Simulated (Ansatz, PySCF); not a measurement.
Process, species as SMILES: CB(C)[O] → CB(C)[O-] (an electron is taken up)
Structures are relaxed separately at B3LYP-D3(BJ)/def2-TZVP in Ansatz (a program for electronic structure). Frequencies are from Ansatz or PySCF.

Wanted: adiabatic electron affinity (0 K, with B3LYP-D3(BJ) harmonic zero-point energies), positive where the reaction releases energy, in eV. Valence correlation only, unless marked. UHF or UKS for open shells. No spin-orbit coupling. No relativistic terms. Anions need diffuse functions: aug- sets have them; def2-D sets add few; the other sets have none. CBS(X,Y): correlation extrapolated as X^-3; Hartree-Fock from the larger set. The bracket is a focal-point correction in the basis named.

```csv
level,program,adiabatic electron affinity (eV)
PBE0/def2-QZVPP,Ansatz,2.06
r2SCANh-D4/def2-TZVPD,Ansatz + dftd4,2.01
LC-wPBE/def2-TZVPD,Ansatz,…
B2PLYP/def2-TZVPD,Ansatz,…
SCS-MP2/6-31G,Ansatz,1.64
CCSD/6-31G,Ansatz,1.27
"RI-MP2/CBS(aug-cc-pVTZ,aug-cc-pVQZ)+[CCSD(T)-MP2]/aug-cc-pVTZ",Ansatz,2.44
```

### Question
Complete the blanks.

### Answer

- LC-wPBE/def2-TZVPD, adiabatic electron affinity (eV): 2.24
- B2PLYP/def2-TZVPD, adiabatic electron affinity (eV): 2.29
